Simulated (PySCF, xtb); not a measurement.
4-bromobuta-1,2-diene (C4H5Br), SMILES C(=C=C)CBr.

GFN2-xTB in xtb at its own geometry gives an orbital gap of 4.35 eV and a dipole moment of 4.07 D.

The structure is a stationary point at r2SCAN-D4/def2-SVP. One conformer was computed; it need not be the lowest.

What does PBE/def2-TZVP in PySCF give? (The exact figures need the calculation; the answer reports its results.)

gap 4.60 eV (levels -6.41 and -1.81 eV), dipole 2.13 D.
